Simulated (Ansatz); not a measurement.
Ti₄⁺. Charge 1, multiplicity 2. Geometry PBE-D4/def2-SVP; atoms count from 1.

```xyz
4

Ti    0.107    1.371    0.649
Ti   -0.287   -1.056    1.072
Ti    1.308   -0.330   -0.702
Ti   -1.128    0.015   -1.019
```

The relaxed charge 1 doublet is spin-contaminated (final ⟨S²⟩ up to 3.63, 0.75 for a pure state). The structure comes from a short search, and lower isomers may exist.

**Question.** Estimate the Mulliken populations from the PBE0/def2-TZVP orbitals of Ansatz.

**Answer.** 
| atom | charge (e) | spin (α − β) | d electrons |
| --- | --- | --- | --- |
| Ti1 | 0.24 | -1.64 | 2.75 |
| Ti2 | 0.26 | 2.47 | 2.86 |
| Ti3 | 0.25 | -1.81 | 2.77 |
| Ti4 | 0.25 | 1.98 | 2.77 |
Mulliken values depend strongly on the basis.

**Question.** Where does the spin sit?

**Answer.** Summed by element: Ti 1.00, of 1 unpaired in all. Largest on single atoms: Ti2 2.47, Ti4 1.98, Ti3 -1.81.

**Question.** And the Mayer bond orders between heavy atoms (over 0.3)?

**Answer.** Ti1–Ti2 1.17 (2.49 Å); Ti1–Ti3 1.32 (2.48 Å); Ti1–Ti4 1.20 (2.48 Å); Ti2–Ti3 1.12 (2.49 Å); Ti2–Ti4 1.23 (2.50 Å); Ti3–Ti4 1.17 (2.48 Å).
